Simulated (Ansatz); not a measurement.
C2H9BOSi, SMILES `BOC[SiH2]C`, relaxed with RKS PBE-D4/def2-SVP in Ansatz from a rough embedded geometry. The force threshold is 0.03 eV/Å; the program also tests the step.

Total charge 0; spin multiplicity 1.

Start:

```xyz
14

B    -1.843    1.933   -0.182
O    -1.155    0.741    0.272
C    -0.348    0.292   -0.789
Si    0.428   -1.351   -0.264
C     1.607   -0.962    1.189
H    -2.904    1.950   -0.628
H    -1.326    3.011    0.048
H    -1.037    0.003   -1.669
H     0.384    1.031   -1.094
H     1.272   -1.802   -1.407
H    -0.529   -2.284    0.093
H     2.324   -0.190    0.889
H     2.136   -1.842    1.517
H     0.991   -0.533    2.024
```

Task: By how much does the energy fall, and how many steps does the optimiser take? (Estimate.)

Result: The calculation gave: 127.14 kJ/mol, in 19 steps, 1 of them rejected.

Task: Which bonds change most? (An estimate is asked.)

Result: Computed: Si4–H11 from 1.383 to 1.506 Å; B1–O2 from 1.449 to 1.351 Å; B1–H6 from 1.152 to 1.224 Å; C3–H8 from 1.155 to 1.114 Å.

Task: Give the relaxed structure. (Best estimate.)

Result: The calculation gave: 
```xyz
14

B    -1.889    1.777    0.009
O    -0.612    1.341   -0.052
C    -0.148    0.412   -1.042
Si    0.360   -1.232   -0.199
C     1.632   -0.896    1.151
H    -2.709    1.409   -0.821
H    -2.153    2.542    0.919
H    -0.927    0.241   -1.820
H     0.735    0.862   -1.546
H     0.911   -2.140   -1.270
H    -0.881   -1.862    0.378
H     2.570   -0.492    0.718
H     1.879   -1.817    1.715
H     1.232   -0.146    1.862
```
